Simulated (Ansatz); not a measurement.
CH₇BClNSi (`BN(C)[SiH2]Cl`). The species carries charge 0 and has multiplicity 1. The structure was optimised at the PBE0-D4/def2-TZVP level. It is one conformer, not always the lowest.

```xyz
12

B     0.532   -0.580    1.460
N     0.029   -0.175    0.219
C    -1.227   -0.694   -0.316
Si    0.882    0.982   -0.756
Cl   -0.251    2.686   -0.973
H    -0.070   -1.397    2.097
H     1.557   -0.106    1.856
H    -1.625   -1.451    0.360
H    -1.078   -1.147   -1.300
H    -1.967    0.105   -0.420
H     1.063    0.440   -2.122
H     2.155    1.336   -0.104
```

Question: What is the dipole moment at r2SCAN/def2-TZVPP? (An estimate is asked.)

Answer: Ansatz gave: 1.44 D, with components (-0.41, -1.10, -0.83) D in this frame, pointing from negative to positive charge.

Question: And with PBE, B3LYP, ωB97M-V? (Best estimate.)

Answer: The calculation gave: PBE 1.43 D, B3LYP 1.43 D, ωB97M-V 1.42 D.

Question: Give the Mulliken charges with r2SCAN, PBE, ωB97M-V in def2-TZVPP. (An estimate is asked.)

Answer: The calculation gave: 
| atom | r2SCAN | PBE | ωB97M-V |
| --- | --- | --- | --- |
| B1 | -0.06 | -0.15 | -0.17 |
| N2 | -0.15 | -0.02 | -0.18 |
| C3 | -0.10 | -0.20 | -0.26 |
| Si4 | 0.50 | 0.39 | 0.37 |
| Cl5 | -0.26 | -0.22 | -0.22 |
| H6 | -0.02 | -0.01 | 0.05 |
| H7 | -0.01 | 0.00 | 0.06 |
| H8 | 0.06 | 0.09 | 0.11 |
| H9 | 0.07 | 0.11 | 0.13 |
| H10 | 0.08 | 0.11 | 0.14 |
| H11 | -0.08 | -0.06 | -0.03 |
| H12 | -0.05 | -0.04 | 0.00 |

B3LYP here is the variant with VWN-RPA as its local correlation; programs differ in this.
